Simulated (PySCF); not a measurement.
Screening by computed properties: pick the candidate that meets the target.

Each SMILES stands for a single optimised conformer of the isolated species, non-relativistic unless stated. Electronic properties by PySCF.

The conformers computed, where there is a choice (atom-mapped SMILES and torsion angles):
- `[CH3:1][CH2:2][CH2:3][CH2:4]/[CH:5]=[N:6]/[SiH2:7]`: C1–C2–C3–C4 180°, C2–C3–C4–C5 -64°, C3–C4–C5–N6 123°
- `[CH3:1][CH2:2][Si:3]([NH2:4])[CH:5]1[CH2:6][CH2:7]1`: C1–C2–Si3–N4 66°, C2–Si3–C5–C6 91°, H–N4–Si3–C2 -28°, H–N4–Si3–C2 -176°
- `[CH3:1][CH+:2][C:3]([CH3:4])[O:5][CH3:6]`: C1–C2–C3–C4 180°, C2–C3–O5–C6 180°
- `[CH3:1][CH2:2][CH2:3][CH2:4][CH:5]=[O+:6]`: C1–C2–C3–C4 87°, C2–C3–C4–C5 177°, C3–C4–C5–O6 -15°
- `[OH:1][C:2]1=[CH:3][CH:4]=[CH:5][CH:6][C+:7]1[OH:8]`: H–O1–C2–C3 0°, H–O8–C7–C6 180°

Task: Wanted: smallest rotational constant between 1.3 GHz and 1.7 GHz (GFN2-xTB) and isotropic g value below 2.004 (unrestricted B3LYP/pcH-1, mean-field spin–orbit), at GFN2-xTB geometries. Which candidate meets both?
A. `OC1=CC=C[CH][C+]1O` [radical]
B. `CCCC/C=N/[SiH2]` [radical]
C. `CC[Si](N)C1CC1` [radical]
D. `CCCCC=[O+]` [radical]
E. `CO[C](C)[CH+]C` [radical]

Result: A. Computed values:
| species | smallest rotational constant | isotropic g value |
| --- | --- | --- |
| CCCC/C=N/[SiH2] [radical] | 0.727 GHz | 2.00295 |
| CC[Si](N)C1CC1 [radical] | 1.275 GHz | 2.00269 |
| OC1=CC=C[CH][C+]1O [radical] | 1.362 GHz | 2.00341 |
| CCCCC=[O+] [radical] | 1.465 GHz | 2.00435 |
| CO[C](C)[CH+]C [radical] | 1.848 GHz | 2.00356 |
